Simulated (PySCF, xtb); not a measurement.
Se(F)4 anion (F4Se), SMILES F[Se](F)(F)F (connectivity only; charge and spin as stated), charge -1, multiplicity 2.

Harmonic wavenumbers (cm⁻¹) from xtb with GFN2-xTB at its own minimum, in rising order: 89, 100, 151, 206, 272, 319, 410, 420, 461.

### Question
What does B3LYP-D3(BJ)/def2-SVPD in PySCF 2.14.0 give at its own minimum? (The exact figures need the calculation; the answer reports its results.)

### Answer
72, 177, 185, 255, 278, 340, 452, 488, 553. Paired by order, the mean absolute difference is 45 cm⁻¹ and the zero-point energies are 3.5 and 4.0 kcal/mol.
